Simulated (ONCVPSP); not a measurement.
## Cutoff test, Ru (Z = 44), ONCV

ONCVPSP 4.0.1 input, shortened (lines: element, Z, core and valence counts, functional; n l f; lmax; l rc ep ncon nbas qcut; lloc lpopt rc5 dvloc0; l nproj debl; icmod fcfact rcfact), LDA (Perdew-Wang 92), scalar-relativistic:

```
  Ru 44.00    6    3  -001012      upf
    1    0    2.00
    2    0    2.00
    2    1    6.00
    3    0    2.00
    3    1    6.00
    3    2   10.00
    4    0    2.00
    4    1    6.00
    4    2    6.50
    2
    0    1.10    0.00    4    7    6.40
    1    1.85    0.00    3    6    7.10
    2    2.30    0.00    4    9    6.10
    4    3    1.00    0.00
    0    2    1.30
    1    2    2.90
    2    1    3.90
    3    1.75    1.15
```

In the s channel the program set the typed energies aside and used -3.307, 0.250 Ha.

Problem. For each optimised wave give the share of its norm inside rc, the residual kinetic energy above qcut (Ha) and the cutoffs (Ha) for errors of 10, 1, 0.1 and 0.01 mHa per electron.

Solution.

```
         wave  norm inside rc  residual KE  10 mHa  1 mHa  0.1 mHa  0.01 mHa
           4s           0.636      2.1e-02    33.0   88.1    105.3     146.8
s projector 2           0.028      3.7e-03    17.0   27.1     77.4     130.9
           4p           0.946      1.2e-07    12.0   15.5     18.3      20.8
p projector 2           0.092      3.4e-07    10.1   13.5     16.4      18.7
           4d           0.857      1.8e-05    12.3   15.0     17.0      23.5
```

The occupied waves need 88 Ha and 105 Ha for 1 and 0.1 mHa.
